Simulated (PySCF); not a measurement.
Boron: a sound run and one with changed settings

Sound run: B⁺ [He] 2s2, B²⁺ [He] 2s1. Computed with PySCF 2.14 in x2c-TZVPall (5s3p2d1f, 31 functions), with the spin-free X2C one-electron Hamiltonian (Gaussian nucleus). In the sound run the correlated levels freeze 1s2. The sound run starts from symmetry-adapted Hartree-Fock orbitals and uses a fine grid where one is needed.

Changed run: initial guess atom, at most 50 SCF cycles, level shift 0.5 hartree.

```tsv
species	method	sound run (hartree)	changed run (hartree)	converged
B⁺	UHF	-24.24366	-24.24366	yes
B⁺	r2SCAN	-24.32160	-24.32160	yes
B⁺	PBE	-24.29858	-24.29858	yes
B⁺	MP2	-24.27910	-24.26522	yes
B⁺	CCSD(T)	-24.30310	-24.30310	yes
B²⁺	UHF	-23.38199	-23.38199	yes
B²⁺	r2SCAN	-23.43008	-23.43008	yes
B²⁺	PBE	-23.39431	-23.39431	yes
```

Ionisation energy of B⁺:

```json
{"method": "UHF", "sound run (eV)": "23.447", "changed run (eV)": "23.447"}
{"method": "r2SCAN", "sound run (eV)": "24.260", "changed run (eV)": "24.260"}
{"method": "PBE", "sound run (eV)": "24.606", "changed run (eV)": "24.606"}
{"method": "MP2", "sound run (eV)": "24.412", "changed run (eV)": "24.034"}
{"method": "SCS-MP2", "sound run (eV)": "24.604", "changed run (eV)": "24.151"}
{"method": "CCSD", "sound run (eV)": "25.065", "changed run (eV)": "25.065"}
{"method": "CCSD(T)", "sound run (eV)": "25.065", "changed run (eV)": "25.065"}
{"method": "CCSDT", "sound run (eV)": "25.065", "changed run (eV)": "25.065"}
{"method": "FCI", "sound run (eV)": "25.065", "changed run (eV)": "25.065"}
```

A level shift leaves the converged SCF energy unchanged but raises the virtual orbital energies, which shrinks MP2 if it is not removed.

For comparison, NIST gives 25.155 eV between the lowest levels.
